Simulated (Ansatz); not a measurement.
Isolated molecules relaxed with PBE0-D4/def2-TZVP in Ansatz; ΔE leaves out vibrations. CBS: MP2 limit from def2 TZ/QZ plus the TZ coupled-cluster correction, frozen cores. DFT in def2-TZVPP. B3LYP here is the variant with VWN-RPA as its local correlation; programs differ in this. HSE06 is defined as in plane-wave codes. def2 core potentials past Kr. For Hf, Se outer-core shells are correlated without core-valence functions, which leaves a few kJ/mol of doubt a bond. Scalar relativity is left out up to krypton. Each species was taken in one conformer, which may not be the lowest.

`C[O][Hf]([F])([SeH])[O]C` + `O[SiH](F)F` → `O[SiH](F)[SeH]` + `C[O][Hf]([F])([F])[O]C`  (redistribution)

| level | ΔE (kJ/mol) | difference from CCSD(T)/CBS |
| --- | --- | --- |
| LDA (SPW92) | 15.3 | -12.7 |
| PBE-D4 | 7.2 | -20.8 |
| BLYP-D4 | 9.8 | -18.2 |
| r2SCAN-D4 | 18.4 | -9.6 |
| B97M-V | 19.4 | -8.6 |
| B3LYP-D4 | 17.7 | -10.3 |
| r2SCANh-D4 | 21.0 | -7.0 |
| r2SCAN0-D4 | 24.5 | -3.5 |
| HSE06-D4 | 16.5 | -11.5 |
| BHLYP-D4 | 27.4 | -0.6 |
| CAM-B3LYP-D4 | 18.9 | -9.1 |
| ωB97X-V | 14.7 | -13.3 |
| ωB97M-V | 19.3 | -8.7 |
| B2PLYP | 24.5 | -3.5 |
| PBE-QIDH | 26.5 | -1.5 |
| PBE | 7.5 | -20.5 |
| revPBE | 4.8 | -23.2 |
| BLYP | 11.5 | -16.5 |
| r2SCAN | 18.0 | -10.0 |
| B3LYP | 18.5 | -9.5 |
| r2SCANh | 20.6 | -7.4 |
| r2SCAN0 | 24.1 | -3.9 |
| HSE06 | 16.4 | -11.6 |
| BHLYP | 27.3 | -0.7 |
| CAM-B3LYP | 18.7 | -9.3 |
| LC-ωPBE | 8.6 | -19.4 |
| RPA@PBE/def2-TZVPP | 30.6 | 2.6 |
| HF/def2-SVP | 14.5 | -13.5 |
| MP2/def2-SVP | 12.1 | -15.9 |
| CCSD/def2-SVP | 8.5 | -19.5 |
| CCSD(T)/def2-SVP | 9.1 | -18.9 |
| HF/def2-TZVPP | 37.5 | 9.5 |
| MP2/def2-TZVPP | 33.4 | 5.4 |
| CCSD/def2-TZVPP | 31.7 | 3.7 |
| CCSD(T)/def2-TZVPP | 31.6 | 3.6 |
| HF/def2-QZVPP | 38.9 | 10.9 |
| MP2/def2-QZVPP | 31.8 | 3.8 |
| HF/CBS(def2) | 39.1 | 11.1 |
| MP2/CBS(def2) | 29.8 | 1.8 |
| CCSD/CBS(def2) | 28.1 | 0.1 |
| CCSD(T)/CBS | 28.0 | 0 |

Largest T1 diagnostic among the species: 0.015.

From PBE to PBE0 (25 % exact exchange), in def2-TZVPP and without D4, ΔE moves by +8.6 kJ/mol. In def2-TZVPP, CCSD(T) changes the Hartree–Fock value by −5.9 kJ/mol (the triples alone add −0.1 kJ/mol) and MP2 by −4.2 kJ/mol. Leaving LDA and LC-ωPBE aside and taking each functional with its dispersion term where it has one, the values, not all of them listed here, spread over 24.7 kJ/mol, from revPBE-D4 to BHLYP-D4. LDA lies +7.8 kJ/mol from PBE without D4.
